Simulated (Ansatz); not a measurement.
Reaction: H4SiPO (SMILES P[SiH]O, doublet) → H4SiPO (SMILES [O][SiH2]P, doublet)
Each species at its own B3LYP-D3(BJ)/def2-TZVP minimum (Ansatz, an electronic-structure program), one conformer.

Wanted: isomerisation energy (electronic), in kcal/mol. UHF or UKS for unpaired electrons; spin-orbit terms are left out. CBS(X,Y): correlation extrapolated as X^-3, Hartree-Fock from the larger set. A bracket is a step between two methods taken in the basis named. Functionals run without relativity, which enters their misses. Double hybrids freeze cores in their MP2 part. '+ core + X2C': CCSD(T) terms for core correlation (cc-pwCVTZ, 1s frozen past Ne) and scalar relativity (cc-pVTZ-DK). The UHF reference of H4OPSi ([O][SiH2]P, doublet) is spin-contaminated (<S^2> up to 0.03 over the pure value in the sets run).

CCSD(T)/CBS(cc-pV(T+d)Z,cc-pV(Q+d)Z) + [CCSDT(Q) - CCSD(T)]/cc-pV(D+d)Z + core + X2C (Ansatz) gives 23.7 kcal/mol.

Task: How far off this value is PBE/def2-TZVPD (Ansatz), in which direction, and how far these levels: r2SCAN/def2-TZVPD, B3LYP/def2-TZVPD, PBE0/def2-TZVPD, wB97M-V/def2-TZVPD, B2PLYP/def2-TZVPD, CCSD(T)/CBS(cc-pV(T+d)Z,cc-pV(Q+d)Z) + core + X2C?

Result: PBE gives 19.0 kcal/mol, 4.7 kcal/mol below it. Differences of the others: r2SCAN/def2-TZVPD (Ansatz) -4.5; B3LYP/def2-TZVPD (Ansatz) -4.6; PBE0/def2-TZVPD (Ansatz) -1.1; wB97M-V/def2-TZVPD (Ansatz) -1.1; B2PLYP/def2-TZVPD (Ansatz) -1.4; CCSD(T)/CBS(cc-pV(T+d)Z,cc-pV(Q+d)Z) + core + X2C (Ansatz) 0.7 kcal/mol.
